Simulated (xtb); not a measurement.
(Z)-2-chloro-3-fluorobut-2-ene (C₄H₆ClF), SMILES C/C(F)=C(\C)Cl. All values are semi-empirical tight-binding results from xtb (GFN2-xTB unless named), good for trends rather than for accurate numbers. Coordinates come from a GFN2-xTB optimisation.

Optimised geometry:

```xyz
12

C      1.6075    -1.6604    -0.1490
C      0.8563    -0.3790    -0.0096
F      1.6859     0.6748     0.1923
C     -0.4554    -0.1703    -0.0487
C     -1.5187    -1.1981    -0.2387
Cl    -1.0677     1.4492     0.1376
H      1.9373    -2.0095     0.8296
H      2.4928    -1.4808    -0.7564
H      1.0031    -2.4287    -0.6165
H     -2.2057    -1.1725     0.6062
H     -1.0978    -2.1950    -0.3183
H     -2.0905    -0.9766    -1.1391
```
Charge 0, spin multiplicity 1.

The geometry has at least one imaginary mode, so it is a saddle point at that level.

```
Property                                          Value
----------------------------------------  -------------
orbital gap                                     4.59 eV
dipole moment                                    3.45 D
static polarisability (D4 model)             63.4 bohr³
solvation energy, GFN2-xTB/ALPB(water)    -4.5 kcal/mol
solvation energy, GFN2-xTB/ALPB(benzene)  -5.7 kcal/mol
```

**Question.** Give the atomic charges and the Wiberg bond orders between heavy atoms. (Estimate from the structure and the level; the computed values follow.)

**Answer.** charges (e) C1 -0.12, C2 0.14, F3 -0.22, C4 0.06, C5 -0.12, Cl6 -0.16, H7 0.07, H8 0.08, H9 0.06, H10 0.08, H11 0.06, H12 0.07. Bond orders C1–C2 1.02, C2–F3 0.96, C2–C4 1.77, C4–C5 1.03, C4–Cl6 0.97.
